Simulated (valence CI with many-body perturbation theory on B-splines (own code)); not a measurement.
## E1 line list for Au7+

Computed by configuration interaction combined with many-body perturbation theory (CI+MBPT): four valence electrons over a frozen Dirac-Fock core [Xe] 4f14, radial functions for each j: 7 s, 7 p, 8 d, 6 f, 4 g, 1 h, with the one-electron correlation potential Σ1, the two-electron term Σ2, the three-electron term Σ3, Breit, model QED; selected CI, second order for the rest, scaled by the run's own slope (own B-spline code, finite nucleus).

No measured spectrum was set against this ion. As an estimate, terms of the open shell hold to 2 to 4 % of their energy, and close levels can change places; different configurations can be misplaced against each other by 1,000 to 8,000 cm⁻¹. The list stops below the first excitations out of the core.

Lines 351 to 400 of 506 in falling wavelength, among levels below 334610 cm⁻¹, chosen from the strongest by gf and those to the six lowest levels. Wavelengths and rates use the calculated energies, so an error of 2000 cm⁻¹ moves a line at 382.9 Å by 0.77 % and its rate by three times that or more. Electric multipoles are in the length gauge, E1 and E2 with the static RPA response of the core. Weak lines are less certain than strong ones. Lines between different terms over intervals too small for the method are left out, as are lines whose strength nearly cancels. Where a level lies close to another of its J and parity, the split of strength between their lines is uncertain. The highest levels of a list are the least certain.

Levels are named by their leading jj configuration (3d3/2^4 stands for four electrons in 3d with j = 3/2), which in mixed levels can hold well under half, so a name can repeat and another be missing. Letters in brackets count levels of one name in rising energy.

```tsv
λ vac (Å)	Upper	Lower	A (s⁻¹)	S (a.u.)
382.9	(5d3/2^2 5d5/2 6p1/2) J=3 [a]	(5d3/2^2 5d5/2^2) J=3 [b]	1.26e+08	2.44e-02
382.4	(5d3/2^2 5d5/2 6p1/2) J=3 [b]	(5d3/2^2 5d5/2^2) J=2 [c]	9.75e+07	1.88e-02
382.3	(5d3/2^2 5d5/2 6p1/2) J=2 [a]	(5d3/2^2 5d5/2^2) J=2 [b]	4.23e+07	5.83e-03
381.6	(5d3/2 5d5/2^2 6p1/2) J=1	(5d3/2^2 5d5/2^2) J=2 [e]	2.56e+08	2.10e-02
381.4	(5d3/2 5d5/2^2 6p1/2) J=2 [b]	(5d3/2^2 5d5/2^2) J=2 [e]	1.16e+08	1.59e-02
381.2	(5d3/2^2 5d5/2 6p1/2) J=5	(5d3/2^2 5d5/2^2) J=4 [b]	5.08e+07	1.53e-02
381.2	(5d3/2^2 5d5/2 6p1/2) J=4 [b]	(5d3/2 5d5/2^3) J=4 [a]	5.41e+07	1.33e-02
381.0	(5d3/2^2 5d5/2 6p1/2) J=3 [b]	(5d3/2^2 5d5/2^2) J=4 [b]	3.14e+07	6.00e-03
380.9	(5d3/2^2 5d5/2 6p1/2) J=2 [a]	(5d3/2^2 5d5/2^2) J=3 [b]	7.32e+07	9.98e-03
379.1	(5d3/2 5d5/2^2 6p1/2) J=5	(5d3/2 5d5/2^3) J=6	4.76e+07	1.41e-02
378.3	(5d3/2^3 6p1/2) J=2	(5d3/2^2 5d5/2^2) J=3 [a]	5.39e+07	7.20e-03
378.2	(5d3/2^3 6p3/2) J=3	(5d3/2^2 5d5/2^2) J=2 [d]	2.91e+07	5.44e-03
377.5	(5d3/2^2 5d5/2 6p1/2) J=4 [b]	(5d3/2^2 5d5/2^2) J=3 [c]	1.02e+08	2.43e-02
376.4	(5d3/2^2 5d5/2 6p1/2) J=3 [a]	(5d3/2^2 5d5/2^2) J=4 [a]	2.54e+08	4.69e-02
376.2	(5d3/2^2 5d5/2 6p1/2) J=1 [a]	(5d3/2^2 5d5/2^2) J=1	3.62e+08	2.86e-02
376.1	(5d3/2 5d5/2^2 6p1/2) J=5	(5d3/2 5d5/2^3) J=5	1.30e+08	3.74e-02
375.9	(5d3/2^2 5d5/2 6p1/2) J=4 [a]	(5d3/2^2 5d5/2^2) J=5	5.49e+08	1.30e-01
375.8	(5d3/2 5d5/2^2 6p1/2) J=4 [a]	(5d3/2 5d5/2^3) J=3 [a]	8.13e+07	1.92e-02
375.7	(5d3/2^2 5d5/2 6p1/2) J=5	(5d3/2^2 5d5/2^2) J=6	1.74e+08	5.02e-02
374.9	(5d3/2^2 5d5/2 6p1/2) J=1 [b]	(5d3/2^2 5d5/2^2) J=2 [c]	4.97e+08	3.87e-02
374.2	(5d3/2^2 5d5/2 6p1/2) J=4 [b]	(5d3/2^2 5d5/2^2) J=4 [b]	1.79e+07	4.16e-03
374.1	(5d3/2 5d5/2^2 6p1/2) J=2 [a]	(5d3/2 5d5/2^3) J=3 [a]	8.05e+07	1.04e-02
373.6	(5d3/2 5d5/2^2 6p1/2) J=4 [b]	(5d3/2 5d5/2^3) J=5	2.29e+08	5.30e-02
373.1	(5d3/2 5d5/2^2 6p1/2) J=3 [a]	(5d3/2 5d5/2^3) J=3 [a]	3.84e+07	6.89e-03
371.9	(5d3/2^2 5d5/2 6p1/2) J=4 [a]	(5d3/2^2 5d5/2^2) J=3 [b]	3.10e+08	7.08e-02
371.8	(5d3/2^3 6p3/2) J=2	(5d3/2 5d5/2^3) J=3 [a]	9.62e+07	1.22e-02
371.8	(5d3/2^3 6p1/2) J=2	(5d3/2^2 5d5/2^2) J=2 [a]	1.31e+07	1.66e-03
371.7	(5d3/2 5d5/2^2 6p1/2) J=3 [b]	(5d3/2^2 5d5/2^2) J=2 [d]	1.50e+08	2.66e-02
371.6	(5d3/2 5d5/2^2 6p1/2) J=2 [b]	(5d3/2 5d5/2^3) J=1 [a]	6.30e+07	7.97e-03
371.1	(5d3/2^2 5d5/2 6p1/2) J=5	(5d3/2^2 5d5/2^2) J=5	2.82e+07	7.84e-03
370.5	(5d3/2 5d5/2^2 6p1/2) J=0	(5d3/2 5d5/2^3) J=1 [a]	1.55e+08	3.90e-03
369.5	(5d3/2^2 5d5/2 6p1/2) J=2 [b]	(5d3/2^2 5d5/2^2) J=2 [b]	2.25e+08	2.80e-02
369.5	(5d3/2 5d5/2^2 6p1/2) J=4 [a]	(5d3/2 5d5/2^3) J=4 [a]	3.88e+07	8.69e-03
369.1	(5d3/2 5d5/2^2 6p1/2) J=3 [b]	(5d3/2 5d5/2^3) J=3 [a]	3.99e+07	6.93e-03
368.4	(5d3/2^2 5d5/2 6p1/2) J=3 [b]	(5d3/2^2 5d5/2^2) J=2 [b]	2.16e+08	3.73e-02
368.2	(5d3/2^2 5d5/2 6p1/2) J=2 [b]	(5d3/2^2 5d5/2^2) J=3 [b]	5.82e+08	7.17e-02
367.1	(5d3/2 5d5/2^2 6p1/2) J=1	(5d3/2^2 5d5/2^2) J=2 [d]	7.63e+08	5.59e-02
366.9	(5d3/2 5d5/2^2 6p1/2) J=3 [a]	(5d3/2 5d5/2^3) J=4 [a]	4.66e+08	7.96e-02
366.0	(5d3/2 5d5/2^2 6p1/2) J=4 [a]	(5d3/2^2 5d5/2^2) J=3 [c]	5.18e+07	1.13e-02
365.7	(5d3/2^3 6p3/2) J=3	(5d3/2^2 5d5/2^2) J=3 [c]	1.21e+08	2.05e-02
365.5	(5d3/2^2 5d5/2 6p1/2) J=1 [b]	(5d3/2^2 5d5/2^2) J=1	1.24e+08	8.99e-03
365.4	(5d3/2^3 6p1/2) J=1	(5d3/2^2 5d5/2^2) J=2 [a]	1.50e+08	1.08e-02
364.7	(5d3/2 5d5/2^2 6p1/2) J=5	(5d3/2 5d5/2^3) J=4 [a]	3.29e+07	8.67e-03
364.5	(5d3/2^2 5d5/2 6p1/2) J=4 [b]	(5d3/2^2 5d5/2^2) J=5	2.04e+08	4.39e-02
364.5	(5d3/2^3 6p3/2) J=1	(5d3/2^2 5d5/2^2) J=2 [c]	5.39e+07	3.87e-03
363.5	(5d3/2 5d5/2^2 6p1/2) J=3 [a]	(5d3/2^2 5d5/2^2) J=3 [c]	3.95e+07	6.56e-03
363.1	(5d3/2 5d5/2^2 6p1/2) J=3 [b]	(5d3/2 5d5/2^3) J=4 [a]	2.25e+08	3.72e-02
363.0	(5d3/2 5d5/2^2 6p1/2) J=4 [a]	(5d3/2^2 5d5/2^2) J=4 [b]	3.74e+08	7.94e-02
362.7	(5d3/2 5d5/2^2 6p1/2) J=2 [a]	(5d3/2^2 5d5/2^2) J=2 [c]	1.03e+08	1.21e-02
362.7	(5d3/2^3 6p3/2) J=3	(5d3/2^2 5d5/2^2) J=4 [b]	2.93e+08	4.83e-02
```
